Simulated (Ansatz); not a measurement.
`CN[Si](Cl)(Cl)Cl` + H₂ → trichlorosilane + CH₃NH₂  (hydrogenolysis of the Si–N bond)

Isolated molecules relaxed with PBE0-D4/def2-TZVP in Ansatz; ΔE leaves out vibrations. CCSD(T)/CBS adds triple-zeta CCSD(T) − MP2 to the extrapolated MP2 energy (def2 sets, frozen cores). This one scheme is used for every species. Functionals use def2-TZVPP. B3LYP here is the variant with VWN-RPA as its local correlation; programs differ in this. One conformer a species, not always the lowest.

```json
{"level": "revPBE-D4", "ΔE (kJ/mol)": "60.0"}
{"level": "B3LYP", "ΔE (kJ/mol)": "38.4"}
```

(1) What does CCSD(T)/CBS give? (Best estimate.)

Largest T1 diagnostic among the species: 0.009.

Results:

(1) The calculation gave: +55.5 kJ/mol. The listed levels differ from it by 4.5, -17.1 kJ/mol.

From BLYP to BHLYP (50 % exact exchange), in def2-TZVPP and without D4, ΔE moves by +5.6 kJ/mol. The D4 term adds +18.6 kJ/mol with B3LYP and +10.4 kJ/mol with PBE0; it sums over pairs of atoms, weighted by their polarisabilities, and B3LYP, whose exchange is more repulsive, gets the larger term. At CCSD(T), def2-SVP lies −9.8 kJ/mol from the extrapolated value and def2-TZVPP −2.4 kJ/mol.
